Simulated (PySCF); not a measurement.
Species: C₂H₉N₃Si₂.
Atom-mapped SMILES: `[N:1]#[C:2][Si@H:3]([NH2:4])[NH:5][CH2:6][SiH3:7]` (hydrogens: H8 on Si3; H9, H10 on N4; H11 on N5; H12, H13 on C6; H14, H15, H16 on Si7)

Theory: TDDFT CAM-B3LYP/def2-SVPD, vertical, gas phase, core orbitals frozen in the response (PySCF 2.14.0, density-fitted response routines). Isolated species at its GFN2-xTB geometry (one conformer only). Torsions of this conformer, `[N:1]#[C:2][Si@H:3]([NH2:4])[NH:5][CH2:6][SiH3:7]`: C2–Si3–N5–C6 -47°, Si3–N5–C6–Si7 152°, H–N4–Si3–C2 -63°, H–N4–Si3–C2 75°.

Orbital energies (eV): HOMO-3 -11.19, HOMO-2 -10.87, HOMO-1 -9.76, HOMO -8.56, LUMO 0.47, LUMO+1 0.73, LUMO+2 1.29.

Lowest singlets, with some entries withheld (?).

```tsv
state	E (eV)	f	main configurations (H = HOMO, L = LUMO)
S1	5.87	?	?
S2	6.23	0.0047	H→L+1 (65%), H→L (26%)
S3	6.83	0.055	H-1→L (81%), H-1→L+1 (9%)
S4	6.94	0.0069	H→L+2 (84%)
S5	?	?	?
S6	7.30	0.011	?
S7	7.34	?	H-1→L+1 (26%), H→L+5 (19%), H→L+4 (15%)
S8	?	0.0079	H-6→L (17%)
```

**Question.** Fill in the withheld entries.

**Answer.** 
- S1: f = 0.011; H→L (67%), H→L+1 (28%)
- S5: E = 7.16 eV; f = 0.0030; H-3→L (26%), H-4→L (17%), H-1→L+1 (10%)
- S6: H→L+4 (25%), H-1→L+1 (20%), H→L+5 (19%)
- S7: f = 0.020
- S8: E = 7.59 eV

**Question.** How far apart are S5 and S6, in eV and cm⁻¹?

**Answer.** 7.301 − 7.158 = 0.143 eV, or about 1150 cm⁻¹.

**Question.** Where do the lowest triplets lie (Tamm–Dancoff)?

**Answer.** T1 5.61 eV, H→L (62%), H→L+1 (29%); T2 5.96 eV, H-1→L (18%), H-6→L (17%); T3 6.03 eV, H→L+1 (60%), H→L (28%). E(S1) − E(T1) = +0.26 eV.

**Question.** What is the mean static polarisability from the same response equations?

**Answer.** 94.3 au (13.97 Å³), with principal values 81.2, 96.0 and 105.6 au.
